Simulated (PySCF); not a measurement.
A family of related molecules: H2E=E'H2. All species are isolated molecules in the gas phase. One relaxed conformer stands for each flexible species; it need not be the lowest. Strings in code marks are SMILES.

The vertical ionisation energy (Delta-SCF) from two functionals at the same geometries (CAM-B3LYP-D3(BJ)/def2-TZVP), both in PySCF: PBE-D3(BJ)/def2-TZVP and CAM-B3LYP-D3(BJ)/def2-TZVP. Delta-SCF ions had no search for a lower state. 

```
species         PBE-D3(BJ)/def2-TZVP (eV)
--------------  -------------------------
`[SiH2]=C`                           8.94
`[GeH2]=[CH2]`                       8.74
`C=[NH2+]`                          21.46
`[CH2]=[SnH2]`                       8.15
```

Q: What does CAM-B3LYP-D3(BJ)/def2-TZVP give for each?

A: 
- `[SiH2]=C`: 8.79
- `[GeH2]=[CH2]`: 8.61
- `C=[NH2+]`: 21.29
- `[CH2]=[SnH2]`: 8.00
Over these rows, drawn at random from the members with no instability flagged (it was tested for open shells, ions and some series alone), PBE minus CAM-B3LYP-D3(BJ): mean +0.15 eV, from +0.13 eV to +0.17 eV.
